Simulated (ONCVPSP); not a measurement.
Before and after: ONCV potential for Sr

* Element: Sr (Z = 38)
* Generator: ONCVPSP 4.0.1
* Type: optimised norm-conserving Vanderbilt (ONCV)
* Functional: PBE
* Relativity: scalar-relativistic
* Frozen core: [Ar] 3d10
* Valence charge: 10
* Reference configuration: 4s2 4p6 5s0.5 (charge +1.5)
* Partial waves: 4s+5s: rc 2.35 bohr, ncon 5, nbas 9, qcut 6.3 1/bohr, 3 projectors, debl 2.6 Ha; 4p: rc 2.40 bohr, ncon 4, nbas 8, qcut 4.4 1/bohr, 1 projector; d scattering state at 0.04 Ha: rc 2.05 bohr, ncon 4, nbas 7, qcut 5.5 1/bohr, 1 projector
* Local potential: polynomial inside 1.70 bohr (lpopt 5, dvloc0 -1 Ha)
* Core correction: none

In the d channel the program set the typed energies aside and used 0.050 Ha.

Change: s: qcut 3.8; p: qcut 2.7; d: qcut 3.3.

Cutoffs: the cutoffs (Ha) at which the residual kinetic energy of the hardest occupied pseudo-wave falls to 1 and 0.1 mHa per electron; they do not see the model core or the augmentation charge, which bear on the density cutoff. Errors are all-electron minus pseudo energies relative to the spin-unpolarised reference configuration.

Question: Predict the effect on cutoff, ghosts and configuration errors.

Answer: The potential gets harder (12 Ha and 15 Ha → 32 Ha and 37 Ha); of the 4 tests that both files solve, the error grows in 3 and shrinks in 1 by more than 15 % and 0.3 meV (median size 0.6 → 1.4 meV); neither file shows a bound ghost.

```csv
quantity,base,changed
"cutoff, loose",12 Ha,32 Ha
"cutoff, tight",15 Ha,37 Ha
loose cutoff by channel,"s 12 Ha, p 7.5 Ha","s 6.3 Ha, p 32 Ha"
bound ghosts,none,none
GHOST(+) flags under 300 eV,s at 293.4 eV,s at 207.9 eV
"error for 4s2 4p6 5s2, meV [ΔE -10.71 eV]",+0.8,-1.4
"error for 4s2 4p6 5s1, meV [ΔE -4.83 eV]",+0.4,-0.1
"error for 4s2 4p6 5s0, meV [ΔE 6.18 eV]",-0.4,-1.3
"error for 4s2 4p5 5s2, meV [ΔE 17.60 eV]",-8.6,+64
s: phases at 2.39 bohr within 0.05 rad from the reference energy up to (Ha; the scan ends near 5),to the end of the scan,4.9
p: phases at 2.44 bohr within 0.05 rad from the reference energy up to (Ha; the scan ends near 5),-0.0,0.0
d: phases at 2.08 bohr within 0.05 rad from the reference energy up to (Ha; the scan ends near 5),2.3,2.3
```
